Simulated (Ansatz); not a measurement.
Reaction (substitution at a C–Cl bond): `FB1CC1Cl` + H–F → `FB1CC1F` + HCl

Program: Ansatz. Geometries: PBE0-D4/def2-TZVP. ΔE: electronic, gas phase. CCSD(T)/CBS adds triple-zeta CCSD(T) − MP2 to the extrapolated MP2 energy (def2 sets, frozen cores). This one scheme is used for every species. DFT in def2-TZVPP.

```json
{"species": "`FB1CC1Cl`", "r2SCAN0 energy (Eh)": "-662.84507"}
{"species": "H–F", "r2SCAN0 energy (Eh)": "-100.43389"}
{"species": "`FB1CC1F`", "r2SCAN0 energy (Eh)": "-302.48400"}
{"species": "HCl", "r2SCAN0 energy (Eh)": "-460.78275"}
```

Question: Work out ΔE.

Answer: ΔE = (-302.48400) + (-460.78275) − (-662.84507) − (-100.43389) = 0.01221 Eh = +32.1 kJ/mol. CCSD(T)/CBS gives +41.5 kJ/mol.

Largest T1 diagnostic among the species: 0.013.

From PBE to PBE0 (25 % exact exchange), in def2-TZVPP and without D4, ΔE moves by +3.0 kJ/mol. The D4 term adds +5.8 kJ/mol with B3LYP and +3.0 kJ/mol with PBE0; it sums over pairs of atoms, weighted by their polarisabilities, and B3LYP, whose exchange is more repulsive, gets the larger term. Leaving LDA and LC-ωPBE aside and taking each functional with its dispersion term where it has one, the values, not all of them listed here, spread over 14.1 kJ/mol, from B97M-V to PBE-QIDH.

B3LYP here is the variant with VWN-RPA as its local correlation; programs differ in this.
